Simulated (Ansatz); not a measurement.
Species: [Y(NH2)3] (charge 0, multiplicity 1), formula H6N3Y.

Question: How many basis functions does frozen-core CCSD(T)/def2-TZVPP // PBE-D3(BJ)/def2-SVP in Ansatz (a program for electronic structure) use, how many core orbitals are frozen, and how many electrons are correlated?

Answer: 233 basis functions and 3 frozen orbitals, which leaves 32 correlated electrons. Core time is of the order of minutes.
